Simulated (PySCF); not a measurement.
C2H8N (cation, charge +1), SMILES CC[NH3+] (CAM-B3LYP/def2-SVP optimised geometry):

```
11

C      1.335     0.321     0.000
C     -0.176     0.321     0.000
N     -0.719    -0.357    -1.238
H      1.689     0.822     0.912
H      1.748    -0.699     0.005
H      1.748     0.874    -0.857
H     -0.595     1.337     0.000
H     -0.595    -0.225     0.856
H     -1.748    -0.364    -1.259
H     -0.397     0.113    -2.096
H     -0.404    -1.337    -1.299
```

Computed with CAM-B3LYP/def2-TZVP (PySCF).

**Question.** What are the frontier orbital energies?

**Answer.** HOMO-2 -17.72 eV, HOMO-1 -17.17 eV, HOMO -16.70 eV, LUMO -4.28 eV, LUMO+1 -2.50 eV.

Meta-Löwdin charges at CAM-B3LYP/def2-TZVP: C1 -0.34, C2 -0.08, N3 -0.21, H4 0.16, H5 0.13, H6 0.13, H7 0.15, H8 0.15, H9 0.31, H10 0.30, H11 0.30.
